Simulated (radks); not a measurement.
Spherical quantum dot in the effective-mass picture: electrons in a hard-walled sphere of radius 8.62, with a point charge +1 (a donor) at the centre, all in effective atomic units (hartree* = m*/eps^2 hartree, bohr* = eps/m* bohr), one dielectric constant everywhere. Method: non-relativistic Kohn-Sham, exchange-only LDA, spin-polarised, spherical densities; computed with a radial shooting solver with Libxc functionals. Levels are named by radial order and angular momentum (1s, 1p, 1d, 2s, ...), and open shells are averaged over m. Results are scaled to m* = 0.113 and eps = 17.5, for which hartree* = 10.04 meV and bohr* = 8.195 nm.

N = 20, configuration 1s2 1p6 1d10 2s(up 1, down 0) 1f(up 1, down 0). This is the lowest configuration that the search found. Occupied and some empty levels:

level    occupation  eigenvalue (meV)  <r> (nm)
1s up             1            27.244     45.73
1s down           1            27.397     51.63
1p up             3            27.598     52.49
1p down           3            27.682     52.58
2s up             1            27.923     20.20
1d up             5            28.127     53.43
1d down           5            28.208     53.44
1f up             1            28.879     54.27
1f down           0            28.960     54.26
1g up             0            29.839     55.03
1g down           0            29.920     55.02
2s down           0            29.936     23.92
2p up             0            31.170     34.28
2p down           0            31.511     36.80
2d up             0            32.664     39.90
2d down           0            32.817     40.64

Energy (meV): total 276.029, kinetic 54.944, external -39.897, Hartree 293.91, exchange-correlation -32.923.
